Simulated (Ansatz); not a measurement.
`[PH3+][InH3-]`, charge 0, multiplicity 1.

Task: Give a relaxed structure at PBE0-D4/def2-TZVP (Ansatz). (An estimate is asked.)

Result: Ansatz gave: 
Z-matrix (Å, degrees):
```
P
In 1 2.782
H 1 1.411 2 119.7
H 1 1.411 2 119.8 3 -120.2
H 1 1.411 2 119.6 3 119.9
H 2 1.731 1 95.2 3 180.0
H 2 1.731 1 95.1 3 -60.0
H 2 1.731 1 95.3 3 60.0
```
Point group C3v.
